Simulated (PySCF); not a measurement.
# Fractional electron number in Mo(2+) (molybdenum, charge +2)

The 4d alpha orbital of [Kr] 4d4 is emptied in steps (occupation f), with all orbitals relaxed, ending at [Kr] 4d3. All numbers are calculated (PySCF 2.14, scalar relativity by spin-free X2C-1e, in x2c-TZVPall). The exact energy is a straight line in f; departures are measured from the line between the end points of the same method.

Problem. Among BHandHLYP, wB97X, BLYP, which shows the largest delocalisation error (convex curve), and which is closest to linear?

Solution. Most convex: BLYP (-1.417 eV at f = 0.4); closest to linear: wB97X (-0.378 eV).

```json
{"f": "1", "BHandHLYP (eV)": "0.000", "wB97X (eV)": "0.000", "BLYP (eV)": "0.000"}
{"f": "0.8", "BHandHLYP (eV)": "-0.400", "wB97X (eV)": "-0.253", "BLYP (eV)": "-0.936"}
{"f": "0.6", "BHandHLYP (eV)": "-0.603", "wB97X (eV)": "-0.379", "BLYP (eV)": "-1.411"}
{"f": "0.4", "BHandHLYP (eV)": "-0.605", "wB97X (eV)": "-0.378", "BLYP (eV)": "-1.417"}
{"f": "0.2", "BHandHLYP (eV)": "-0.405", "wB97X (eV)": "-0.250", "BLYP (eV)": "-0.949"}
{"f": "0", "BHandHLYP (eV)": "0.000", "wB97X (eV)": "0.000", "BLYP (eV)": "0.000"}
```

```json
{"method": "BHandHLYP", "E(f=0) − E(f=1) (eV)": "26.956", "−ε at f=1 (eV)": "24.464", "−ε at f=0.4 (eV)": "27.449"}
{"method": "wB97X", "E(f=0) − E(f=1) (eV)": "26.939", "−ε at f=1 (eV)": "25.365", "−ε at f=0.4 (eV)": "27.264"}
{"method": "BLYP", "E(f=0) − E(f=1) (eV)": "27.152", "−ε at f=1 (eV)": "21.338", "−ε at f=0.4 (eV)": "28.303"}
```

Reference removal energy between the ground levels: 27.13 ± 0.12 eV (semi-empirical (NIST evaluation); NIST Atomic Spectra Database, ionization energies). The calculation has no spin-orbit coupling. The determinant left behind need not be the lowest term of the ion.
